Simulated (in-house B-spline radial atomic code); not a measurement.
# Neutral manganese: [Ar] 3d5 4s2

Method: non-relativistic BP86, spin-polarised, spherical fractional occupations, point nucleus. Calculated with an all-electron radial atomic-structure program (B-spline basis).

Screening seen three ways: the hydrogenic charge with the same mean radius, Z_r = [3n² - l(l+1)]/(2<r>), the one with the same energy, Z_e = n√(-2ε), and Slater's rules. Values are occupation-weighted means over spin.

```json
{"shell": "1s", "electrons": "2", "ε (eV)": "-6375.2", "<r> (bohr)": "0.06155", "Z_r": "24.37", "Z_e": "21.65", "Slater": "24.70"}
{"shell": "2s", "electrons": "2", "ε (eV)": "-731.95", "<r> (bohr)": "0.2824", "Z_r": "21.25", "Z_e": "14.67", "Slater": "20.85"}
{"shell": "2p", "electrons": "6", "ε (eV)": "-627.25", "<r> (bohr)": "0.2482", "Z_r": "20.14", "Z_e": "13.58", "Slater": "20.85"}
{"shell": "3s", "electrons": "2", "ε (eV)": "-83.247", "<r> (bohr)": "0.8612", "Z_r": "15.68", "Z_e": "7.42", "Slater": "13.75"}
{"shell": "3p", "electrons": "6", "ε (eV)": "-53.395", "<r> (bohr)": "0.9099", "Z_r": "13.74", "Z_e": "5.94", "Slater": "13.75"}
{"shell": "3d", "electrons": "5", "ε (eV)": "-8.4999", "<r> (bohr)": "1.184", "Z_r": "8.87", "Z_e": "2.37", "Slater": "5.60"}
{"shell": "4s", "electrons": "2", "ε (eV)": "-5.0804", "<r> (bohr)": "3.163", "Z_r": "7.59", "Z_e": "2.44", "Slater": "3.60"}
```

The least bound orbital is 4s down at -4.587 eV, and it is also the most diffuse (<r> = 3.3 bohr). The part-filled 3d shell lies below the filled 4s shell in orbital energy.
